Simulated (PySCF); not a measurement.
## From computed data to an observable: refractive index and permittivity of the vapour

Te(H)(Et) (C2H6Te), SMILES [TeH]CC.

Coordinates come from a B3LYP-D3(BJ)/def2-SVP optimisation. The def2 effective core potentials stand for the cores of Te; spin–orbit coupling is left out.

PBE0/def2-TZVPD (PySCF) gives a mean static polarisability of 71.5 bohr³ and a dipole moment of 1.40 D. Take an ideal gas at 298.15 K and 0.1 bar, whether or not the substance is that volatile.

Task: Work out n − 1 in the optical limit and the static ε − 1.

Result: 
Polarisability volume α' = 71.5 × 0.148185 = 10.60 Å³. Number density N = p/kT = 2.43e-6 Å⁻³.
Dilute limit of Lorentz–Lorenz: n − 1 = 2π N α' = 0.00016.
Orientation term of Debye: μ²/(3kT) = 8.098 Å³ × μ²(D²) = 15.87 Å³.
ε − 1 = 4π N (α' + μ²/3kT) = 0.00081. Orientation of the dipole supplies 60 % of the static response; it can't follow optical fields. Vibrational polarisation and dispersion are left out.
